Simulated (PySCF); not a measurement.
SeOI2, singlet: data card

These are results of PySCF, PBE, basis Se def2-SVP, O def2-SVP, I def2-SVP with ECP28 (scalar-relativistic core potentials, no spin–orbit coupling, density fitting), not measurements.

The structure is a minimum.

* Point group: Cs
* Bond lengths: Se–I 2.671 Å (×2), Se–O 1.634 Å
* Bond angles: I–Se–I 101.3°, I–Se–O 108.0° (×2)
* Rotational constants: 0.06207, 0.01527, 0.01265 cm⁻¹
* Lowest empty level: -4.59 eV
* Zero-point energy: 10.4 kJ/mol
* Principal quadrupole moments (Buckingham, traceless) about the centre of mass: -7.46, 2.66, 4.80 D Å
* Dipole moment: 1.75 D
* Entropy at 298.15 K and 1 bar: 370.3 J/(mol K)
* Heat capacity Cp at 298.15 K: 74.4 J/(mol K)
* Atomisation energy without zero-point energy: 828 kJ/mol
* Enthalpy at 298.15 K above 0 K: 18.30 kJ/mol
* Principal polarisabilities: 48.5, 85.3, 142.2 bohr³
* Rotational symmetry number: 1
* Highest occupied level: -6.64 eV

Harmonic modes (masses in u: Se 79.917, O 15.995, I 126.904):
| symmetry | ω (cm⁻¹) | IR (km/mol) | type |
| --- | --- | --- | --- |
| a' | 59 | 0.0 | bend |
| a'' | 148 | 7.2 | mixed |
| a' | 162 | 1.1 | bend |
| a' | 218 | 12.4 | bend |
| a'' | 222 | 50.2 | bend |
| a' | 937 | 67.8 | stretch |

Charges (e):
```csv
atom,Mulliken,Löwdin,polar tensor,Mayer order to Se1
Se1,0.51,0.51,1.16,–
O2,-0.37,-0.35,-0.43,1.67
"I3,4",-0.07,-0.08,-0.36,0.85
```

Mulliken populations on Se1: s 7.91, p 15.30, d 10.29.

Counting electrons, selenium keeps 2 of its valence electrons outside its bonds, so the VSEPR class is AX3E1 and the expected shape is trigonal pyramidal; with unlike ligands the computed point group is Cs.

Other isomers or separated fragments may lie lower.

The final relaxation and frequency run took 2.1 min on 2 threads of a shared Arm Neoverse N1 host, with 98 basis functions and 16 gradients; the process peaked at 1 GiB. Launch command: `OMP_NUM_THREADS=2 python axn.py task.json out`.
